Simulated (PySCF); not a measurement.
C4H3Cl2F, SMILES Cl/C=C\C(=C/Cl)F.

The structure is a stationary point at PBE0-D3(BJ)/def2-SVP. The structure was generated by enumeration; whether it is a known compound was not checked. The values are those of a single conformer.

All values below come from TDA-PBE0/def2-SVPD (PySCF).

Vertical excitations. Isolated molecule, no solvent. State labels are in the subgroup Cs.

| state | symmetry | energy (eV) | λ (nm) | f | main pairs |
|---|---|---|---|---|---|
| S1 | A' | 5.26 | 236 | 0.871 | HOMO→LUMO 91 % |
| S2 | A" | 5.89 | 210 | 0.000 | HOMO−2→LUMO 92 % |
| S3 | A" | 5.93 | 209 | 0.000 | HOMO→LUMO+1 89 % |
| S4 | A' | 6.19 | 200 | 0.089 | HOMO−1→LUMO 85 % |
| S5 | A" | 6.29 | 197 | 0.000 | HOMO−3→LUMO 99 % |
| S6 | A" | 6.47 | 192 | 0.002 | HOMO→LUMO+2 76 %, HOMO→LUMO+3 20 % |
| S7 | A" | 6.53 | 190 | 0.002 | HOMO→LUMO+3 74 %, HOMO→LUMO+2 22 % |
| S8 | A" | 6.90 | 180 | 0.000 | HOMO→LUMO+4 96 % |
| S9 | A" | 7.54 | 164 | 0.000 | HOMO→LUMO+6 84 % |
| S10 | A" | 7.60 | 163 | 0.014 | HOMO→LUMO+7 85 % |
| T1 | A' | 2.70 | 459 | 0 | HOMO→LUMO 95 % |
| T2 | A' | 4.59 | 270 | 0 | HOMO−1→LUMO 77 %, HOMO→LUMO+5 14 % |
| T3 | A" | 5.45 | 227 | 0 | HOMO→LUMO+1 88 % |
| T4 | A" | 5.73 | 216 | 0 | HOMO−2→LUMO 97 % |
Triplets are in the Tamm–Dancoff approximation.
